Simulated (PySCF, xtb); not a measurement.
SiHBr₃, SMILES Br[SiH](Br)Br.

GFN2-xTB run with xtb 6.7.1 at its own geometry gives an orbital gap of 5.73 eV and a dipole moment of 3.51 D.

The structure is a stationary point at B3LYP-D3(BJ)/def2-SVP.

Task: What does PBE/def2-TZVP run with PySCF give? (Estimate from the structure and the level; the computed values follow.)

Result: gap 5.14 eV (levels -7.32 and -2.17 eV), dipole 0.62 D.
